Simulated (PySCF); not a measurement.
# Variants of one PySCF input: Si

Base input, run as `OMP_NUM_THREADS=1 python input.py` with PySCF 2.14:

```python
from pyscf import gto, dft

mol = gto.M(
    atom='Si 0 0 0',
    basis='x2c-svpall',
    charge=0,
    spin=2,
    verbose=4,
)
mf = dft.UKS(mol, xc='b3lyp5')
mf = mf.sfx2c1e()
mf.kernel()
mf.analyze()
print('orbital energies (hartree):', [e[max(0, n-3):n+3].round(4) for e, n in zip(mf.mo_energy, mol.nelec)])
```

Base result: E(SCF) = -289.841531 Eh, 6 cycles, ⟨S²⟩ = 2.003. No search for the lowest solution was made.

Hardware: Arm Neoverse N1, 1 thread, shared host. Wall time 2 s, peak memory 0.13 GiB.

Each row names what differs from the base; energies in brackets are changes from the base.

```tsv
change	result	wall time (s)
SCF type: UKS → ROKS	E(SCF) = -289.840582 Eh (+0.0258 eV), 6 cycles	1.9
level shift (hartree): none → -0.2 [unsound on purpose]	not converged: SCF after 50 cycles	4.5
density fitting: none → weigend [this fitting set is unfit for the basis or for exact exchange; a fit set errs by some meV]	E(SCF) = -289.461257 Eh (+10.3478 eV), 6 cycles, ⟨S²⟩ = 2.003	1.9
smearing width (hartree): none → 0.01 [smearing does not keep the typed spin]	E(SCF) = -289.776279 Eh (+1.7756 eV), 5 cycles	1.7
step after the SCF: analyze → ccsd(t); SCF type: UKS → UHF; functional: b3lyp5 → none (Hartree–Fock); frozen orbitals: default → 5	E(SCF) = -289.348281 Eh, 8 cycles, E(CCSD) − E(SCF) = -0.06143 Eh, (T) = -0.00097 Eh, ⟨S²⟩ = 2.009	1.4
basis set: x2c-svpall → cc-pcvtz; spin-free X2C: on → off	E(SCF) = -289.346934 Eh, 7 cycles, ⟨S²⟩ = 2.004	2.8
density fitting: none → cc-pvdz-jkfit	E(SCF) = -289.841544 Eh (-0.0004 eV), 6 cycles, ⟨S²⟩ = 2.003	1.9
functional: b3lyp5 → pbe1 [unsound on purpose]	stops with KeyError ("LibXCFunctional: name 'PBE1' not found.")	1.1
integration grid: default → 6	E(SCF) = -289.841531 Eh (+0.0000 eV), 6 cycles, ⟨S²⟩ = 2.003	3.1
step after the SCF: analyze → polarizability	E(SCF) = -289.841531 Eh (+0.0000 eV), 6 cycles, ⟨S²⟩ = 2.003, α(xx, yy, zz) = 18.4, 20.4, 20.4 bohr³	2.4
Cartesian functions: off → on	E(SCF) = -289.846887 Eh (-0.1457 eV), 6 cycles, ⟨S²⟩ = 2.003	1.9
step after the SCF: analyze → eomee; SCF type: UKS → UHF; functional: b3lyp5 → none (Hartree–Fock); frozen orbitals: default → 0; number of roots: default → 6	E(SCF) = -289.348281 Eh, 8 cycles, E(CCSD) − E(SCF) = -0.06840 Eh, ⟨S²⟩ = 2.009, excitation roots 0.006, 0.010, 0.010, 0.333, 0.333, 1.001 eV	2.8
basis set: x2c-svpall → x2c-tzvpall	E(SCF) = -289.949035 Eh (-2.9253 eV), 7 cycles, ⟨S²⟩ = 2.004	2.4
PCM solvent, dielectric constant: none → 32.6	E(SCF) = -289.843366 Eh (-0.0499 eV), 6 cycles, ⟨S²⟩ = 2.003	2.1
spin (2S): 2 → 6 [a high spin state]	E(SCF) = -285.636939 Eh (+114.4128 eV), 13 cycles, ⟨S²⟩ = 12.000	2.4
basis set: x2c-svpall → def2-svpd; spin-free X2C: on → off	E(SCF) = -289.241665 Eh, 6 cycles, ⟨S²⟩ = 2.004	1.8
smearing width (hartree): none → 0.005 [smearing does not keep the typed spin]	E(SCF) = -289.776279 Eh (+1.7756 eV), 5 cycles	1.7
basis set: x2c-svpall → aug-cc-pvdz; spin-free X2C: on → off	E(SCF) = -289.336945 Eh, 6 cycles, ⟨S²⟩ = 2.004	1.9
functional: b3lyp5 → hse [unsound on purpose]	stops with KeyError ("LibXCFunctional: name 'HSE' not found.")	1.1
basis set: x2c-svpall → 6-31g; spin-free X2C: on → off	E(SCF) = -289.315966 Eh, 6 cycles, ⟨S²⟩ = 2.000	1.7
functional: b3lyp5 → pbe	E(SCF) = -289.726197 Eh, 6 cycles, ⟨S²⟩ = 2.003	1.9
convergence threshold: default → 1e-16 [unsound on purpose]	not converged: SCF after 50 cycles	4.6
```

**Question.** Order these changes by how far they move the SCF energy from the base, largest first: (1) Cartesian functions: off → on; (2) PCM solvent, dielectric constant: none → 32.6; (3) SCF type: UKS → ROKS; (4) density fitting: none → cc-pvdz-jkfit.

**Answer.** (1) -0.1457 eV, (2) -0.0499 eV, (3) +0.0258 eV, (4) -0.0004 eV.
